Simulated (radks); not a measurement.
Charge is removed step by step from the 5p down level of the dysprosium ion Dy+, starting from [Kr] 4d10 4f10 5s2 5p(up 3, down 3) 6s1. Method: scalar-relativistic Kohn-Sham, PBE, spin-polarised, spherical densities, finite nucleus; open shells are filled with parallel spins first (spin-orbit coupling, left out, can overturn this in heavy ions); Fermi nuclear charge, rms radius 5.2218 fm; computed with a radial shooting solver on a logarithmic mesh with Libxc functionals.

| removed (e) | E - E(0) (eV) | eigenvalue (eV) | E minus straight line (eV) |
|---|---|---|---|
| 0 | 0.000 | -31.004 | 0.000 |
| 0.25 | 8.091 | -33.805 | -1.081 |
| 0.5 | 16.892 | -36.680 | -1.452 |
| 0.75 | 26.420 | -39.617 | -1.096 |
| 1 | 36.688 | -42.608 | 0.000 |

Removing the whole electron costs 36.688 eV by Delta-SCF, against 31.004 eV from minus the eigenvalue at the starting occupation. Slater's transition state (half an electron removed) gives 36.680 eV. Integrating minus the eigenvalue over the occupation (Janak's theorem) gives 36.722 eV. In this scalar-relativistic scheme the density is built from large components alone, so the theorem holds only approximately. The mean slope of the eigenvalue, de/dn, is 11.6 eV per electron.
